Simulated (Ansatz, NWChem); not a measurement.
## Heat of formation of AgH (SMILES [AgH]) from total energies

AgH has 2 atoms, charge 0, and is taken as a singlet. SMILES: `[AgH]`. Geometry: the measured bond length.

```xyz
2

Ag    0.0000    0.0000    0.0000
H     0.0000    0.0000    1.6181
```

Total energies at B2PLYP/def2-TZVPP (core potential) (NWChem 7.3.0); the atoms run unrestricted:

```
species    state  energy (Eh)
    AgH  singlet  -147.471883
     Ag  doublet  -146.887110
      H  doublet    -0.498613
```

Harmonic wavenumbers at wB97M-V/def2-TZVPD, in cm⁻¹: 1776.

Measured heats of formation of the gaseous atoms at 298.15 K, in kJ/mol: Ag 284.9, H 218.0. Take 1 Eh = 2625.50 kJ/mol, 1 cm⁻¹ = 0.0119627 kJ/mol, RT = 2.479 kJ/mol.

Q: Work out the heat of formation of the gas at 298 K.

A: 
1. Electronic atomisation energy: (-146.887110) + (-0.498613) − (-147.471883) = 0.086160 Eh = 226.2 kJ/mol.
2. Zero-point energy: half the sum of the wavenumbers, 888 cm⁻¹ = 10.6 kJ/mol.
3. Thermal vibrational enthalpy, Σ hcν̃/(exp(hcν̃/kT) − 1): 0.0 kJ/mol. Translation, rotation and pV of a linear molecule: 3.5 RT = 8.7 kJ/mol.
4. The 2 free atoms carry 5/2 RT each: 12.4 kJ/mol.
5. Atomisation enthalpy at 298 K: 226.2 − 10.6 − 0.0 − 8.7 + 12.4 = 219.3 kJ/mol.
6. Sum of the atoms' heats of formation: 502.9 kJ/mol. Heat of formation: 502.9 − 219.3 = +283.6 kJ/mol.

No measured value is set beside it here. Anharmonicity and any spin-orbit splitting of the molecule are left out.
